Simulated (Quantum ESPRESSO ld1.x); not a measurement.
Excited configurations of Tc2+: one electron is placed in a higher orbital outside [Kr] 4d4. The ground configuration is [Kr] 4d5. All-electron calculation, Dirac Kohn-Sham, relativistic LDA (MacDonald-Vosko exchange, VWN5 correlation), spin-unpolarised, spherical densities, point nucleus; open shells fill j = l - 1/2 first. Program: ld1.x of Quantum ESPRESSO 7.5. Excitation = E - E(ground); binding = E(ion) - E, where the ion is the core of charge +3; n* = 3/sqrt(2 binding) in atomic units, and the quantum defect is n - n*.

\begin{tabular}{lrrrrrr}
outer orbital & excitation (eV) & binding (eV) & n* & quantum defect & eigenvalue (eV) & <r> (bohr) \\ \hline
4f5/2 & 20.453 & 8.273 & 3.847 & 0.153 & -6.412 & 5.167 \\
5p1/2 & 10.124 & 18.602 & 2.566 & 2.434 & -15.380 & 3.188 \\
5f5/2 & 23.133 & 5.592 & 4.679 & 0.321 & -4.572 & 9.005 \\
6p1/2 & 19.187 & 9.539 & 3.583 & 2.417 & -8.115 & 6.336 \\
6f5/2 & 24.788 & 3.938 & 5.576 & 0.424 & -3.319 & 13.89 \\
7p1/2 & 22.831 & 5.895 & 4.558 & 2.442 & -5.076 & 10.39 \\
7f5/2 & 25.826 & 2.900 & 6.498 & 0.502 & -2.487 & 19.75 \\
\end{tabular}

The Delta-SCF ionisation energy is 28.726 eV (NIST Atomic Spectra Database: 29.550 eV, semi-empirical). Self-interaction in the functional shifts the binding energies and quantum defects, so they are the method's values and not measured ones. Spin polarisation and multiplet splitting are left out, so open shells lie too high by an amount that depends on their filling.

Beside tabulated values, note that spin-unpolarised runs miss the spin-polarisation part of the exchange energy of open shells.
